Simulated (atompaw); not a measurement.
An all-electron radial function and its pseudo partner (Sm (Z = 62))

Columns: radius, all-electron u(r) and pseudo u(r) of the 5s shell (level -46.20 eV) of samarium in the configuration [Kr] 4d10 4f6 5s2 5p6 5d0 6s1.5 6p0; PBE, scalar-relativistic, PAW (atompaw) scheme, atompaw 4.2.0.5.

```csv
r (bohr),all-electron,pseudo
0.115,0.0391,0.1795
0.231,0.2756,0.3546
0.346,-0.2863,0.5168
0.462,-0.5327,0.6636
0.577,-0.3493,0.7884
0.692,0.0222,0.8894
0.808,0.3984,0.9649
0.923,0.6880,1.0128
1.038,0.8755,1.0341
1.154,0.9723,1.0303
1.269,0.9970,1.0037
1.385,0.9712,0.9575
1.500,0.9131,0.8962
1.615,0.8364,0.8237
1.731,0.7505,0.7436
1.846,0.6638,0.6614
1.962,0.5794,0.5794
2.077,0.5014,0.5022
2.192,0.4305,0.4311
2.308,0.3668,0.3670
2.423,0.3113,0.3113
2.538,0.2630,0.2630
2.654,0.2210,0.2210
2.769,0.1854,0.1854
2.885,0.1549,0.1549
3.000,0.1293,0.1293
```

Question: How many radial nodes do the two functions have?

Answer: The all-electron 5s function has n − l − 1 = 4 (the table is too coarse to show those close to the nucleus); the pseudo-wave has 0, since the states of the same l below it are removed with the core.

Question: At about which radius was the pseudo-wave matched?

Answer: 2.45 bohr. The columns agree to 0.0005 from 2.31 bohr on; several derivatives are matched, so the curves merge somewhat inside the radius.

Question: Where does each function peak?

Answer: Outermost all-electron maximum near 1.27 bohr, pseudo maximum near 1.04 bohr (to the table’s step).

Question: Is the pseudo-wave norm-conserving?

Answer: No, it belongs to a PAW set: the norm inside the radius is not constrained, and the difference is carried by the augmentation charge.
